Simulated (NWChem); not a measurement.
Species: C₂H₅ClOSi; SMILES C=C[SiH](O)Cl

```xyz
10

Si     0.3086    -0.0477     0.4952
O      1.7377     0.3115    -0.2608
Cl    -0.4708    -1.8371    -0.2171
C     -0.9632     1.2708     0.1831
C     -0.6361     2.4460    -0.3675
H      0.6427    -0.2429     1.9254
H      1.7250     0.3570    -1.2220
H     -2.0101     1.0854     0.4559
H     -1.3771     3.2311    -0.5554
H      0.3972     2.6753    -0.6527
```
Atoms are numbered in this order, from 1.

Results from NWChem. Coordinates come from a PBE0/def2-SVP optimisation.

Question: What does the run give for TPSS/cc-pVDZ? Quantities: highest occupied level (eV); orbital gap (eV); dipole (D).

Answer: 
- highest occupied level (eV) = -7.06
- orbital gap (eV) = 5.60
- dipole (D) = 2.15
